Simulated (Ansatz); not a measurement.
```yaml
crystal:
  periodic: [false, false, false]
  atoms:
    - {symbol: Ni, position_ang: [-0.000003, -0.000002, -0.000000]}
    - {symbol: Cl, position_ang: [-0.016034, -0.020128, 2.041242]}
    - {symbol: Cl, position_ang: [0.016037, 0.020129, -2.041242]}
basis:
  gaussian: {orbitals: def2-TZVP, initial_orbitals: start.molden}
hamiltonian: {xc: pbe}
correlation: {method: rpa}
scf: {omitted_lower_state_checks: [starts]}
```

The file start.molden holds the orbitals of an earlier run on this structure, at another level or in another basis.

```sh
$ ansatz run in.yaml --threads 2 --pin off --events-out ev --progress --plain --max-ram 4352MiB
```

Output, abridged:

```
Functional definition: PBE
860 factors; integrals over basis functions are off by at most 1.1e-3 eV
mean field evaluation 1: about -66074.1964 eV, gradient 1.4e1 eV
mean field evaluation 2: about -66074.5582 eV, gradient 1.0e0 eV
mean field evaluation 4: about -66074.6393 eV, gradient 1.6e-1 eV
mean field evaluation 8: about -66074.6423 eV, gradient 2.3e-2 eV
mean field evaluation 16: about -66074.6424 eV, gradient 6.7e-5 eV
mean field -66074.64235609 eV, -2428.1983195852 hartree, gradient 5.6e-8 eV, S^2 0.000000; 0 other end points of the search recorded, 0 dependent functions left out; unrestricted orbitals would lower it
mean field evaluation 32: about -66011.9909 eV, gradient 6.9e0 eV
15 core orbitals not correlated: weight in the atoms' cores, before any rotation towards them, 1.000 or more for the frozen orbitals, at most 0.000 for the correlated occupied ones
reference -66006.53200601 eV, -2425.6953103867 hartree; 16, 16 occupied and 88, 88 virtual orbitals, 860 factors
Error: the energy between an occupied orbital and the lowest state that it is excited into in its spin channel is -0.9327 eV and must be positive: a state without a gap has no random-phase energy
```

Can the result of this run be used?

No. The run stopped with an error. The reference has no gap: an occupied orbital lies above an empty one, and the correlation energy can't be formed.
